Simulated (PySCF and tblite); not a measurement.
The numbers below are computed, except where a source is named.
System: C5H12Ge, numbered as in [CH3:1][C@H:2]1[CH2:3][CH2:4][GeH2:5][CH2:6]1.

Geometries: GFN2-xTB; energies: CAM-B3LYP/pcSseg-1 + D3(BJ), IEF-PCM chloroform; zero-point and thermal terms from GFN2-xTB harmonic modes (soft modes blended into free rotors). Rate constants are transition-state-theory values, counting equivalent paths, without tunnelling. Programs: tblite and PySCF.

Spin–orbit effects of heavy atoms on shieldings are missing.

(1) How high is the barrier to the inversion of the 5-membered ring (2–3–4–5–6), through which structure does it pass, and what rate follows at 298 K?

## Answers

(1) The electronic barrier is 5.4 kcal/mol and ΔG‡(298 K) 5.8 kcal/mol, over a C1 saddle (envelope) with an imaginary mode of 81i cm⁻¹ (GFN2-xTB). With 1 equivalent path, k is 3.7×10⁸ s⁻¹, a mean lifetime of the start of 2.7 ns against this motion. The end lies 0.9 kcal/mol above the start in free energy.
